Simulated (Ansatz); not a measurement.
Steps of a relaxation of CH4ClFSSi (`FCS[SiH2]Cl`) with RKS PBE0-D4/def2-TZVP.

```sh
$ ansatz run in.yaml --threads 4 --pin off --events-out ev --progress --plain --max-ram 10444MiB
```

```yaml
crystal:
  periodic: [false, false, false]
  atoms:
    - {symbol: F, position_ang: [1.728139, 0.499291, 0.984009]}
    - {symbol: C, position_ang: [1.433206, 0.489916, -0.355447]}
    - {symbol: S, position_ang: [0.470436, -0.996817, -0.861611]}
    - {symbol: Si, position_ang: [-1.313789, -0.662235, 0.291358]}
    - {symbol: Cl, position_ang: [-2.110942, 1.220906, -0.135269]}
    - {symbol: H, position_ang: [2.368760, 0.445895, -0.952980]}
    - {symbol: H, position_ang: [0.849883, 1.400795, -0.609777]}
    - {symbol: H, position_ang: [-2.264797, -1.733963, -0.145831]}
    - {symbol: H, position_ang: [-1.072496, -0.709888, 1.768348]}
basis:
  gaussian: {orbitals: def2-TZVP}
hamiltonian: {xc: pbe0, dispersion: d4}
relax: {f_tol: 0.005, max_steps: 150}
```

Positions (Å) and forces (eV/Å) along the path, 10 of 10 steps:

```xyz
9
step=1 energy=-35044.2701 eV
F     1.728    0.499    0.984   -0.031   -0.018   -0.348
C     1.433    0.490   -0.355   -0.160    0.028   -0.539
S     0.470   -0.997   -0.862   -0.035    0.528    0.480
Si   -1.314   -0.662    0.291   -0.002    0.122   -0.121
Cl   -2.111    1.221   -0.135    0.200   -0.527    0.130
H     2.369    0.446   -0.953   -0.483    0.043    0.434
H     0.850    1.401   -0.610    0.366   -0.511    0.239
H    -2.265   -1.734   -0.146    0.194    0.280    0.094
H    -1.072   -0.710    1.768   -0.049    0.055   -0.369
9
step=2 energy=-35044.3156 eV
F     1.746    0.483    0.973    0.024    0.006   -0.037
C     1.424    0.486   -0.356   -0.163   -0.128   -0.220
S     0.471   -0.994   -0.842    0.115    0.241    0.115
Si   -1.306   -0.663    0.282   -0.019    0.059    0.021
Cl   -2.104    1.188   -0.141    0.010   -0.036   -0.008
H     2.343    0.458   -0.954   -0.151    0.009    0.119
H     0.842    1.389   -0.578    0.111   -0.154    0.066
H    -2.263   -1.713   -0.145    0.085    0.033    0.029
H    -1.065   -0.679    1.744   -0.012   -0.031   -0.086
9
step=3 energy=-35044.3213 eV
F     1.763    0.463    0.969    0.029    0.001    0.072
C     1.412    0.477   -0.352   -0.029   -0.118   -0.104
S     0.472   -0.994   -0.835    0.039    0.088    0.026
Si   -1.300   -0.645    0.279   -0.030   -0.070   -0.013
Cl   -2.105    1.194   -0.162   -0.001    0.002   -0.001
H     2.316    0.465   -0.961    0.033    0.033   -0.011
H     0.824    1.374   -0.548   -0.002    0.040    0.005
H    -2.233   -1.710   -0.142   -0.033   -0.005    0.003
H    -1.060   -0.670    1.735   -0.006    0.029    0.022
9
step=4 energy=-35044.3230 eV
F     1.790    0.456    0.965    0.029   -0.007    0.053
C     1.420    0.478   -0.352   -0.059   -0.041   -0.022
S     0.470   -0.984   -0.829    0.031   -0.016   -0.020
Si   -1.310   -0.649    0.279    0.004    0.000    0.002
Cl   -2.118    1.185   -0.172   -0.016    0.015   -0.001
H     2.317    0.471   -0.972    0.027    0.003   -0.024
H     0.834    1.379   -0.534   -0.008    0.042    0.000
H    -2.242   -1.718   -0.138   -0.004   -0.012   -0.011
H    -1.074   -0.664    1.736   -0.004    0.016    0.023
9
step=5 energy=-35044.3239 eV
F     1.817    0.440    0.962    0.009   -0.010    0.006
C     1.424    0.476   -0.349   -0.016    0.016    0.005
S     0.471   -0.982   -0.828   -0.008   -0.032   -0.003
Si   -1.312   -0.648    0.278   -0.004    0.013   -0.005
Cl   -2.133    1.179   -0.186   -0.003    0.005   -0.004
H     2.311    0.479   -0.984    0.003    0.001   -0.005
H     0.834    1.379   -0.510    0.004    0.013    0.005
H    -2.239   -1.723   -0.136    0.007   -0.009   -0.003
H    -1.084   -0.647    1.737    0.008    0.003    0.004
9
step=6 energy=-35044.3245 eV
F     1.859    0.409    0.958   -0.028   -0.005   -0.080
C     1.425    0.473   -0.343    0.043    0.060    0.046
S     0.469   -0.980   -0.826   -0.019   -0.029    0.008
Si   -1.317   -0.644    0.275    0.015    0.019   -0.019
Cl   -2.147    1.172   -0.218   -0.004   -0.014    0.008
H     2.295    0.497   -1.004   -0.033    0.001    0.030
H     0.828    1.380   -0.465    0.024   -0.038    0.010
H    -2.233   -1.733   -0.129    0.002    0.005    0.009
H    -1.089   -0.620    1.735    0.000    0.000   -0.013
9
step=7 energy=-35044.3248 eV
F     1.865    0.399    0.957   -0.022   -0.003   -0.060
C     1.426    0.472   -0.341    0.036    0.034    0.048
S     0.470   -0.979   -0.830   -0.022   -0.007    0.000
Si   -1.317   -0.641    0.270   -0.007   -0.001    0.005
Cl   -2.162    1.168   -0.222    0.009   -0.006   -0.006
H     2.293    0.500   -1.004   -0.017    0.002    0.015
H     0.829    1.378   -0.455    0.012   -0.020    0.003
H    -2.231   -1.734   -0.123    0.005    0.000    0.000
H    -1.085   -0.609    1.729    0.007    0.001   -0.005
9
step=8 energy=-35044.3250 eV
F     1.863    0.379    0.959    0.006   -0.006    0.008
C     1.426    0.470   -0.337    0.000    0.011   -0.014
S     0.462   -0.971   -0.844   -0.004   -0.010    0.005
Si   -1.317   -0.638    0.267    0.003    0.011   -0.004
Cl   -2.176    1.162   -0.235    0.001   -0.006    0.001
H     2.293    0.503   -1.000    0.000    0.000    0.004
H     0.833    1.380   -0.441   -0.003    0.003    0.002
H    -2.226   -1.741   -0.110   -0.002    0.000    0.002
H    -1.069   -0.591    1.723   -0.001   -0.002   -0.004
9
step=9 energy=-35044.3251 eV
F     1.874    0.373    0.956   -0.001    0.002   -0.004
C     1.427    0.470   -0.335    0.001   -0.002    0.003
S     0.463   -0.973   -0.841   -0.003    0.002   -0.001
Si   -1.318   -0.637    0.266    0.001   -0.001   -0.003
Cl   -2.179    1.160   -0.243    0.003   -0.002    0.000
H     2.288    0.509   -1.004   -0.001    0.000    0.000
H     0.830    1.378   -0.430   -0.001   -0.001    0.002
H    -2.227   -1.741   -0.108    0.002    0.000   -0.001
H    -1.071   -0.586    1.721   -0.001    0.003    0.003
9
step=10 energy=-35044.3251 eV
F     1.878    0.368    0.955   -0.001    0.002   -0.003
C     1.427    0.469   -0.334    0.003   -0.002    0.000
S     0.463   -0.973   -0.843   -0.001    0.003    0.003
Si   -1.317   -0.636    0.265   -0.002   -0.002   -0.002
Cl   -2.179    1.159   -0.247   -0.001    0.001   -0.002
H     2.286    0.512   -1.006   -0.001    0.001    0.001
H     0.828    1.377   -0.423    0.001   -0.002    0.001
H    -2.226   -1.742   -0.106    0.000    0.000    0.000
H    -1.071   -0.580    1.721    0.003   -0.002    0.001
```

Run time 39 s (4 threads of an Arm Neoverse V1 on a shared host); peak host memory 0.57 GiB.
